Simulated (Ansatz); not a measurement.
System: CH₅Al, charge 0, singlet. CH5Al (SMILES [CH3][AlH2]).
B3LYP-D3(BJ)/def2-TZVP minimum from Ansatz (a first-principles code):
```xyz
7

Al     0.0163    -0.3436    -0.6281
H     -1.3071    -0.4727    -1.4898
H      1.3612    -0.9587    -1.1963
C     -0.0233     0.5858     1.0912
H     -0.0789     1.6684     0.9278
H      0.8615     0.3957     1.7015
H     -0.9086     0.3192     1.6750
```

Wanted: atomisation energy (electronic, to ground-state atoms), in kcal/mol. Open shells are spin-unrestricted; no spin-orbit coupling. CBS(X,Y): correlation extrapolated as X^-3, Hartree-Fock from the larger set (Q,5: extrapolated as (X+1)exp(-9√X)). A bracket is a step between two methods taken in the basis named. Functionals run without relativity, which enters their misses. Double hybrids freeze cores in their MP2 part. 'core' is core correlation in cc-pwCVTZ (1s frozen past Ne), 'X2C' scalar relativity in cc-pVTZ-DK, both at CCSD(T). For partners of very few electrons the exact lower level stands in for a higher one.

CCSD(T)/CBS(cc-pV(Q+d)Z,cc-pV(5+d)Z) + [CCSDT(Q) - CCSD(T)]/cc-pV(T+d)Z + core + X2C (Ansatz) gives 518.0 kcal/mol.

How far off this value is PBE/def2-TZVPD (Ansatz), in which direction, and which of these levels come nearer: r2SCAN/def2-TZVPD, B3LYP/def2-TZVPD, PBE0/def2-TZVPD, wB97M-V/def2-TZVPD, B2PLYP/def2-TZVPD, CCSD(T)/CBS(cc-pV(Q+d)Z,cc-pV(5+d)Z) + core + X2C?

PBE gives 512.9 kcal/mol, 5.1 kcal/mol below it. Differences of the others: r2SCAN/def2-TZVPD (Ansatz) -0.5; B3LYP/def2-TZVPD (Ansatz) -2.8; PBE0/def2-TZVPD (Ansatz) -6.4; wB97M-V/def2-TZVPD (Ansatz) 0.7; B2PLYP/def2-TZVPD (Ansatz) -7.5; CCSD(T)/CBS(cc-pV(Q+d)Z,cc-pV(5+d)Z) + core + X2C (Ansatz) 0.0 kcal/mol. Nearer than PBE: r2SCAN/def2-TZVPD, B3LYP/def2-TZVPD, wB97M-V/def2-TZVPD, CCSD(T)/CBS(cc-pV(Q+d)Z,cc-pV(5+d)Z) + core + X2C.
